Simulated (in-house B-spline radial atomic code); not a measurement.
Ionisation energies along the 57-electron series, configuration [Kr] 4d10 4f9 5s2, as differences of self-consistent energies. NIST's values go from ground level to ground level; the uncertainty of those that are theory runs from under 0.1 % in few-electron ions to several per cent in heavy many-electron ones. Computed with an all-electron radial atomic-structure program (B-spline basis): non-relativistic Hartree-Fock, average of the configuration, point nuclei.

This level leaves out relativity, spin-orbit splitting included, which matters for heavy ions.

```tsv
ion	configuration after	ionisation energy (eV)	IE/(q+1)² (eV)	-ε less Coulomb ΔSCF (eV)	tabulated value (eV)	computed minus tabulated (eV)
Ho10+	[Kr] 4d10 4f8 5s2	183.55	1.5169	3.6725	197	-13.45
Er11+	[Kr] 4d10 4f8 5s2	216.15	1.5011	1.0983	235	-18.85
Tm12+	[Kr] 4d10 4f9 5s1	243.05	1.4382	0.32559	274	-30.95
```
